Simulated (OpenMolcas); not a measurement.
What dynamic correlation does to the levels of As2+

| Item | Value |
| --- | --- |
| Program | OpenMolcas 26.06 |
| Basis | ANO-RCC-VQZP [7s6p4d2f1g] |
| Scalar Hamiltonian | DKH2, point nucleus |
| Active space | 3 electrons in 9 orbitals (RAS2 4s 4p; RAS3 4d, at most 2 electrons) |
| State averaging | 2S+1 = 4 odd, 1 root; 2S+1 = 2 odd, 11 roots; 2S+1 = 4 even, 3 roots; 2S+1 = 2 even, 9 roots |
| Spin-orbit coupling | state interaction with AMFI integrals over the reference wave functions, term energies averaged over their components |

Methods on the same reference wave functions:
A. RASSCF
B. SS-RASPT2, IPEA 0.25 Eh, imaginary shift 0.1 Eh (closed shells correlated: 3d)
C. MS-RASPT2, IPEA 0.25 Eh, imaginary shift 0.1 Eh (closed shells correlated: 3d)

Energies in cm⁻¹ above 4s² 4p ²P°_1/2, the measured ground level; measured values from Moore, Atomic Energy Levels, vol. II, NSRDS-NBS 35 (1971 reprint of NBS Circular 467, 1952).

| Level | A | B | C | Measured |
| --- | --- | --- | --- | --- |
| 4s² 4p ²P°_1/2 | 0.0 | 0.0 | 0.0 | 0.0 |
| 4s² 4p ²P°_3/2 | 2571 | 2570 | 2580 | 2940 |
| 4s 4p² ⁴P_1/2 | 59199 | 62680 | 62750 |  |
| 4s 4p² ⁴P_3/2 | 60172 | 63660 | 63730 |  |
| 4s 4p² ⁴P_5/2 | 61633 | 65110 | 65190 |  |
| 4s 4p² ²D_3/2 | 82547 | 83340 | 83420 | 85309 |
| 4s 4p² ²D_5/2 | 82716 | 83520 | 83600 | 85630 |
| 4s 4p² ²S_1/2 | 108120 | 107030 | 107100 | 107806 |
| 4s 4p² ²P_1/2 | 116431 | 114850 | 114920 | 113938 |
| 4s 4p² ²P_3/2 | 117911 | 116320 | 116390 | 115425 |

Deviations, from unrounded energies. A percentage is the sum of absolute deviations over the sum of measured energies, with the sign that they share, or ± where signs differ.

| Against measurement | Levels | A | B | C |
| --- | --- | --- | --- | --- |
| mean absolute deviation (cm-1) | 6 | 1900 | 1200 | 1200 |
| fine structure of the ground term (%) | 1 | -12.5 | -12.5 | -12.1 |
| other configurations (%) | 5 | ±2.2 | ±1.3 | ±1.3 |

B, C lie about equally close to measurement and A furthest from it. The largest miss of C in the table is 4s 4p² ²D_5/2, by -2000 cm-1. The ranking rests on the paired levels alone, and a cruder setting can come out closer through cancelling errors.

Between B and C the level of the table that moves most is 4s 4p² ²S_1/2, by 74 cm-1 (lowest in B, highest in C). Moves below CASPT2's spread within the term are not significant.

The mean deviations of B to C differ by less than CASPT2's widest spread within a term (22 cm-1), so their order carries little weight.

The lowest spin-free term lies below A's lowest term by 0.101 hartree in B, 0.101 hartree in C.

Term energies are means over components that CASPT2 splits; among the terms shown or strongly mixed into the levels shown the widest spread is 22 cm-1 (4s 4p² ²D, C). Active for correlation alone: 4d; no level in the range computed is led by a configuration that fills it, so any true level of that kind is missing. Some terms mix strongly with configurations of 4d, whose occupation reaches 0.18 (4s 4p² ²D). Computed and measured levels are paired by configuration, term and J; levels that our copy of the source lacks, or whose pairing is in doubt (as where it misses far off the trend of its configuration), stay unpaired and out of the deviations. Only configurations of the active space appear. The table leaves out levels that lie high or whose names do not pair safely across all columns.

° marks odd parity.
